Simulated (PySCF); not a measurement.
A calculated (r2SCAN, PySCF 2.14, x2c-TZVPPall with one added diffuse shell each of s, p, d, f type, the spin-free X2C one-electron Hamiltonian (Gaussian nucleus)) atom or ion has these occupied shells.

| shell | electrons | orbital energy (eV) | rms radius, mean of both spins (bohr) |
| --- | --- | --- | --- |
| 1s β | 1 | -67241.8 | 0.0211 |
| 1s α | 1 | -67241.8 | 0.0211 |
| 2s α | 1 | -11586.7 | 0.0854 |
| 2s β | 1 | -11586.6 | 0.0854 |
| 2p α | 3 | -10185.0 | 0.0775 |
| 2p β | 3 | -10184.9 | 0.0775 |
| 3s α | 1 | -2673.3 | 0.219 |
| 3s β | 1 | -2673.3 | 0.219 |
| 3p α | 3 | -2252.3 | 0.220 |
| 3p β | 3 | -2252.3 | 0.220 |
| 3d α | 5 | -1744.9 | 0.201 |
| 3d β | 5 | -1744.9 | 0.201 |
| 4s α | 1 | -558.81 | 0.488 |
| 4s β | 1 | -558.73 | 0.488 |
| 4p α | 3 | -419.33 | 0.519 |
| 4p β | 3 | -419.26 | 0.519 |
| 4d α | 5 | -236.02 | 0.563 |
| 4d β | 5 | -235.93 | 0.563 |
| 5s α | 1 | -84.838 | 1.17 |
| 5s β | 1 | -84.049 | 1.17 |
| 5p α | 3 | -50.922 | 1.36 |
| 5p β | 3 | -49.731 | 1.36 |
| 4f α | 7 | -35.466 | 0.719 |
| 4f β | 7 | -35.248 | 0.719 |
| 5d α | 2 | -13.613 | 2.17 |
| 6s α | 1 | -12.949 | 3.23 |
| 6s β | 1 | -12.163 | 3.23 |

(1) Name the element and its charge.

Answers

(1) Ta⁺ (tantalum, charge +1), in [Xe] 4f14 5d2 6s2, high-spin 3F determinant (an excited configuration).
